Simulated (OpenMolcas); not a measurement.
# Au4+: moving or changing the point charges

Au4+ among 6 point charges of -1.5 e arranged as a trigonal prism (D3h), 2.1 Å from the ion, with a polar angle of 56.0° against the regular 49.1°.

| Item | Value |
| --- | --- |
| Program | OpenMolcas |
| Method | SS-CASPT2, IPEA 0.25 Eh, imaginary shift 0.1 Eh (closed shells correlated: 4f 5s 5p) |
| Basis | ANO-RCC-VDZP [7s6p4d2f] |
| Scalar Hamiltonian | DKH2, point nucleus |
| Active space | 7 electrons in 5 orbitals (5d) |
| State averaging | 2S+1 = 4 even, 10 roots; 2S+1 = 2 even, 40 roots |
| Spin-orbit coupling | RASSI with atomic mean-field integrals over the reference wave functions |

Runs around this geometry, states (labels of D3, the rotations of D3h). Energies in cm-1 above the lowest state or level, χT in cm3 K/mol.

```csv
R (Å),q (e),Polar angle / regular,Ground state,First state of that spin,First gap with spin-orbit (degeneracies),χT at 300 K,First state of another spin
2.1,-1.5,1.05,4E,4A1 2760,"360 (2, 2)",4.221,2E 15170
2.1,-1.2,1.14,4E,4E 1690,"23 (2, 2)",4.502,2E 15470
1.93,-1.5,1.14,4E,4E 3470,"84 (2, 2)",4.183,2E 15980
2.1,-1.5,1.14,4E,4E 2200,"36 (2, 2)",4.368,2E 15650
2.23,-1.5,1.14,4E,4E 1570,"14 (2, 2)",4.535,2E 15420
```

Taking the first state of the same spin as R^-n, n = -ln(1570 / 3470) / ln(2.23 / 1.93) = 5.5 between the shortest and longest distance.

Scaling the charges by -1.2 / -1.5 = 0.80 scales the first state of the same spin by 1690 / 2200 = 0.77; with fixed orbitals a first-order splitting would follow the charge.

Roots that are degenerate in the reference are averaged as groups; the widest CASPT2 spread within a group is 110 cm-1 (the 2-fold group of multiplicity 4 near 0 cm-1 above the lowest state of its run, R = 2.1, q = -1.2, ratio = 1.14). Shifts and gaps below about the spread of the groups concerned are not significant. An orbital doublet at a regular site is open to a Jahn-Teller distortion, which this geometry leaves out. Point charges give a weaker field than real ligands, and real ions of this kind are as a rule low spin; the high spin found here belongs to the model. Free-ion shares, where given, are those of the reference states; single-state CASPT2 does not remix them. Spin-orbit coupling mixes the spin-free states strongly: the lowest level takes only 64 % from its leading state, 4E (figures for R = 2.1, q = -1.5, ratio = 1.05; the like holds for R = 2.1, q = -1.2, ratio = 1.14, R = 1.93, q = -1.5, ratio = 1.14, R = 2.1, q = -1.5, ratio = 1.14, R = 2.23, q = -1.5, ratio = 1.14). The ground term spreads over less than 5000 cm-1, several times less than with real ligands, so orbital moments are less quenched and χT lies further from the spin-only value than at real sites (holds for R = 2.1, q = -1.5, ratio = 1.05; R = 2.1, q = -1.2, ratio = 1.14; R = 2.1, q = -1.5, ratio = 1.14; R = 2.23, q = -1.5, ratio = 1.14). Point charges carry no covalency, so the field is a model and not that of real ligands. No measured value stands beside these numbers.
